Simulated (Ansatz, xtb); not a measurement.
# Relative energy of two isomers of C5H6N2O2

Structure I: `COc1n[nH]cc1C=O`, a singlet. Structure II: `COc1ccn(C=O)n1`, a singlet. Both are isolated molecules in the gas phase, relaxed with PBE0-D3(BJ)/def2-SVP; each stands in its lowest conformer found.

Q: Which of the two would you expect CCSD(T)/def2-SVP + ΔMP2/def2-TZVPP electronic energies to favour?

A: Structure II; the calculation gives E(II) − E(I) = −20.3 kJ/mol.

Level by level:

```csv
level,geometry,E(II) − E(I) (kJ/mol),departure from the last row (kJ/mol),"job, with rough time for the two"
GFN2-xTB,GFN2-xTB,−43.7,−23.5,"optimisation, 0.17 s"
HF/STO-3G,GFN2-xTB,−21.8,−1.6,"single point, 0.86 s"
r2SCAN-D4/def2-SVP,GFN2-xTB,−19.6,+0.7,"single point, 9.6 s"
PBE0-D3(BJ)/def2-SVP,PBE0-D3(BJ)/def2-SVP,−18.4,+1.8,"optimisation, 97 s"
HF/def2-SVP,PBE0-D3(BJ)/def2-SVP,−23.2,−3.0,part of the CCSD(T) run
MP2/def2-SVP,PBE0-D3(BJ)/def2-SVP,−18.4,+1.8,part of the CCSD(T) run
CCSD(T)/def2-SVP,PBE0-D3(BJ)/def2-SVP,−20.7,−0.4,single point
CCSD(T)/def2-SVP + ΔMP2/def2-TZVPP,PBE0-D3(BJ)/def2-SVP,−20.3,,"single point, 6.4 min"
```

As drawn, II has 1 C–N, 1 C–H in place of 1 C–C, 1 N–H.

None of the levels shown reverses the order. The largest departure from CCSD(T)/def2-SVP + ΔMP2/def2-TZVPP is that of GFN2-xTB, 23.5 kJ/mol. The last row adds to CCSD(T) the change of the MP2 difference between the two basis sets, here +0.4 kJ/mol.

With thermal terms from frequencies at re-optimised GFN2-xTB minima (ideal gas, soft modes damped towards free rotors, one conformer each, 298.15 K, 1 atm): on the last row, ΔE + ΔZPE = −20.2, ΔH = −20.7, ΔG = −19.4 kJ/mol.

The correlated steps freeze 9 core orbitals. Codes used: Ansatz 0.2.0, xtb 6.7.1; the last row on 2 threads of Arm Neoverse V1 on a shared host.
